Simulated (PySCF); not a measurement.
**How exact exchange moves a shielding**

Molecule: SMILES C1=CC=C(C)[SiH2]1, C₅H₈Si.

Molfile (atoms numbered from 1):
```
C5H8Si
     RDKit          3D

 14 14  0  0  0  0  0  0  0  0999 V2000
    2.4701   -0.7336    0.7889 C   0  0  0  0  0  0  0  0  0  0  0  0
    0.9860   -0.5971    0.8167 C   0  0  0  0  0  0  0  0  0  0  0  0
    0.1196   -1.5610    1.2037 C   0  0  0  0  0  0  0  0  0  0  0  0
   -1.3223   -1.2410    1.1740 C   0  0  0  0  0  0  0  0  0  0  0  0
   -1.6795   -0.0047    0.7634 C   0  0  0  0  0  0  0  0  0  0  0  0
   -0.0880    0.8858    0.3554 Si  0  0  0  0  0  4  0  0  0  0  0  0
    2.9505   -0.0142    1.4736 H   0  0  0  0  0  0  0  0  0  0  0  0
    2.8761   -0.5212   -0.2142 H   0  0  0  0  0  0  0  0  0  0  0  0
    2.7935   -1.7457    1.0797 H   0  0  0  0  0  0  0  0  0  0  0  0
    0.4509   -2.5536    1.5340 H   0  0  0  0  0  0  0  0  0  0  0  0
   -2.0478   -2.0029    1.4822 H   0  0  0  0  0  0  0  0  0  0  0  0
   -2.7204    0.3193    0.7109 H   0  0  0  0  0  0  0  0  0  0  0  0
    0.0443    1.2825   -1.0816 H   0  0  0  0  0  0  0  0  0  0  0  0
    0.1805    2.0956    1.1945 H   0  0  0  0  0  0  0  0  0  0  0  0
  1  2  1  0
  2  3  2  0
  3  4  1  0
  4  5  2  0
  5  6  1  0
  6  2  1  0
  1  7  1  0
  1  8  1  0
  1  9  1  0
  3 10  1  0
  4 11  1  0
  5 12  1  0
  6 13  1  0
  6 14  1  0
M  END
```

GIAO shieldings (ppm, equivalent atoms averaged) in PySCF 2.14.0 with density-fitted response routines on the PBE0-D3(BJ)/def2-SVP geometry, basis pcSseg-1, gas phase, non-relativistic:

| functional | exact exchange (%) | σ(C1) | σ(Si6) |
| --- | --- | --- | --- |
| BLYP | 0 | 152.8 | 373.0 |
| BP86 | 0 | 157.2 | 380.1 |
| PBE | 0 | 157.6 | 381.4 |
| B3LYP | 20 | 157.7 | 383.7 |
| PBE0 | 25 | 163.1 | 394.7 |
| BHandHLYP | 50 | 163.7 | 400.8 |
| HF | 100 | 172.3 | 432.7 |

Problem. Fit each shielding as a line in the percentage of exact exchange.

Solution. σ(C1) = 156.1 + 0.16 x (rms 1.9 ppm); σ(Si6) = 377.4 + 0.54 x (rms 3.6 ppm). The functionals also differ in their semilocal parts, which the line can't hold; Hartree–Fock has no correlation at all.

Problem. What does the line predict for mPW1PW91 (25 %), and what does the run give?

Solution. σ(C1): 160.1 predicted, 162.1 computed; σ(Si6): 390.9 predicted, 392.7 computed ppm.
